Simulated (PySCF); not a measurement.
## The first ionisation energy along the 5p block

Calculated with PySCF 2.14 from differences of total energies of unrestricted determinants, without spin-orbit coupling. Values in eV. The last column holds reference values (NIST; (s) semi-empirical, (t) theoretical, else measured). Unmarked ones compare directly (S terms, centres of terms, or small fine structure); those marked * lie between the lowest fine-structure levels and include a spin-orbit shift.

| element | configurations | UHF | SCS-MP2 (valence) | CCSD (valence) | CCSD(T) (valence) | LDA | PBE0 | reference |
| --- | --- | --- | --- | --- | --- | --- | --- | --- |
| In (aug-cc-pVQZ-DK3, spin-free X2C) | [Kr] 4d10 5s2 5p1 → [Kr] 4d10 5s2 | 5.218 | 5.412 | 5.471 | 5.494 | 5.726 | 5.628 | 5.603 |
| Sn (aug-cc-pVQZ-DK3, spin-free X2C) | [Kr] 4d10 5s2 5p2 → [Kr] 4d10 5s2 5p1 | 6.850 | 7.115 | 7.201 | 7.231 | 7.421 | 7.312 | 7.389 |
| Sb (aug-cc-pVQZ-DK3, spin-free X2C) | [Kr] 4d10 5s2 5p3 → [Kr] 4d10 5s2 5p2 | 8.574 | 8.894 | 8.996 | 9.033 | 9.127 | 9.041 | 9.124 |
| Te (aug-cc-pVQZ-DK3, spin-free X2C) | [Kr] 4d10 5s2 5p4 → [Kr] 4d10 5s2 5p3 | 7.731 | 8.533 | 8.582 | 8.621 | 9.009 | 8.732 | 8.749 |
| I (aug-cc-pVQZ-DK3, spin-free X2C) | [Kr] 4d10 5s2 5p5 → [Kr] 4d10 5s2 5p4 | 9.543 | 10.413 | 10.426 | 10.474 | 10.805 | 10.536 | 10.519 |
| Xe (aug-cc-pVQZ-DK3, spin-free X2C) | [Xe] → [Kr] 4d10 5s2 5p5 | 11.455 | 12.355 | 12.336 | 12.388 | 12.629 | 12.396 | 12.565 |

Problem. Which of these methods has the smallest mean absolute error against the measured values here?

Solution. PBE0, with 0.065 eV.

```json
{"method": "UHF", "elements": "6", "mean error (eV)": "-0.763", "mean absolute error (eV)": "0.763", "largest error (eV)": "-1.110"}
{"method": "SCS-MP2 (valence)", "elements": "6", "mean error (eV)": "-0.205", "mean absolute error (eV)": "0.205", "largest error (eV)": "-0.275"}
{"method": "CCSD (valence)", "elements": "6", "mean error (eV)": "-0.156", "mean absolute error (eV)": "0.156", "largest error (eV)": "-0.229"}
{"method": "CCSD(T) (valence)", "elements": "6", "mean error (eV)": "-0.118", "mean absolute error (eV)": "0.118", "largest error (eV)": "-0.177"}
{"method": "LDA", "elements": "6", "mean error (eV)": "0.128", "mean absolute error (eV)": "0.128", "largest error (eV)": "0.286"}
{"method": "PBE0", "elements": "6", "mean error (eV)": "-0.051", "mean absolute error (eV)": "0.065", "largest error (eV)": "-0.169"}
```

Errors include the incompleteness of the basis and the frozen core.

"Valence" correlates the outer s and p shells and, in groups 3 to 12 and the f block, the outer d or f shell, open or full, or the next shell where the ion has no valence electron left; the wider scheme adds the next inner shell.
